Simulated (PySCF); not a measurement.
**Electron correlation in C(2+) (carbon, charge +2)**

[He] 2s2, closed-shell 1S. All numbers are calculated (PySCF 2.14, no relativity, point nucleus, in cc-pVTZ). Frozen: 1s2; 2 electrons correlated.

Total MP2 correlation energy: -43.00 mhartree.

Same-spin part 0.00 and opposite-spin part -43.00 mhartree; SCS-MP2 scales them by 1/3 and 6/5 to -51.60 mhartree.

With two correlated electrons CCSD is exact within the correlated space (frozen core and kept virtual orbitals).

```csv
level,correlation energy (mhartree)
CCSD,-72.89
```

Diagnostics: T1 = 0.0085, D1 = 0.0120, largest double amplitude 0.156.

A double-excitation amplitude exceeds 0.15, a sign of near-degeneracy.

Cost of the coupled-cluster step: 0.07 s of wall time on 1 thread of Neoverse-V2 (shared host), for 2 correlated electrons.
